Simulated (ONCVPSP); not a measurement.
# How hard is this Ne (Z = 10) ONCV potential?

Ne, optimised norm-conserving Vanderbilt (ONCV), made with ONCVPSP 4.0.1 (LDA (Perdew-Wang 92), scalar-relativistic). Core [He], reference 2s2 2p5.5 (charge +0.5). Waves: 2s: rc 0.55 bohr, ncon 4, nbas 8, qcut 11.5 1/bohr, 2 projectors, debl 3.8 Ha; 2p: rc 1.25 bohr, ncon 3, nbas 6, qcut 13 1/bohr, 2 projectors, debl 0.8 Ha. Local part: polynomial inside 0.35 bohr (lpopt 5, dvloc0 0 Ha). Core correction: Teter function, fcfact 4, rcfact 1.7.

In the p channel the program set the typed energies aside and used -0.827, 0.250 Ha.

Q: For each optimised wave give the share of its norm inside rc, the residual kinetic energy above qcut (Ha) and the cutoffs (Ha) for errors of 10, 1, 0.1 and 0.01 mHa per electron.

A:

```json
{"wave": "2s", "norm inside rc": "0.192", "residual KE": "1.8e-03", "10 mHa": "50.4", "1 mHa": "71.6", "0.1 mHa": "231.9", "0.01 mHa": "449.1"}
{"wave": "s projector 2", "norm inside rc": "0.025", "residual KE": "9.4e-04", "10 mHa": "34.6", "1 mHa": "63.9", "0.1 mHa": "624.7", "0.01 mHa": "783.3"}
{"wave": "2p", "norm inside rc": "0.782", "residual KE": "7.1e-08", "10 mHa": "39.3", "1 mHa": "49.7", "0.1 mHa": "58.1", "0.01 mHa": "64.9"}
{"wave": "p projector 2", "norm inside rc": "0.070", "residual KE": "4.8e-09", "10 mHa": "31.6", "1 mHa": "44.3", "0.1 mHa": "55.0", "0.01 mHa": "63.7"}
```

The occupied waves need 72 Ha and 232 Ha for 1 and 0.1 mHa.
